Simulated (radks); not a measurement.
Results of a calculation; reference values are marked as such.
Trend from Zr+ to Ag+: ionisation energy by Delta-SCF between NIST ground configurations, and size. Level of theory: non-relativistic Kohn-Sham, SCAN, spin-polarised, spherical densities, point nucleus; open shells are filled with parallel spins first (spin-orbit coupling, left out, can overturn this in heavy ions); meta-GGA in the generalised Kohn-Sham scheme (a radial shooting solver on a logarithmic mesh with Libxc functionals).

species  configuration  configuration of the ion  IE (eV)  NIST (eV)       kind  r at 0.001 e/bohr^3 (bohr)
Zr+       [Kr] 4d2 5s1                  [Kr] 4d2   13.129     13.130       exp.                        4.46
Nb+           [Kr] 4d4                  [Kr] 4d3   15.186     14.320  semi-emp.                        3.99
Mo+           [Kr] 4d5                  [Kr] 4d4   16.927       16.2  semi-emp.                        3.89
Tc+       [Kr] 4d5 5s1                  [Kr] 4d5   15.080     15.260  semi-emp.                        4.18
Ru+           [Kr] 4d7                  [Kr] 4d6   16.530       16.8  semi-emp.                        3.77
Rh+           [Kr] 4d8                  [Kr] 4d7   18.540     18.080  semi-emp.                        3.69
Pd+           [Kr] 4d9                  [Kr] 4d8   20.501       19.4  semi-emp.                        3.61
Ag+          [Kr] 4d10                  [Kr] 4d9   22.385     21.484       exp.                        3.53

Reference values: NIST Atomic Spectra Database (exp. = measured, semi-emp. = semi-empirical, theory = theoretical value adopted there). Relativity is left out here, which matters for elements this heavy. Open shells are spherical and high-spin; term and fine-structure splittings are not resolved.
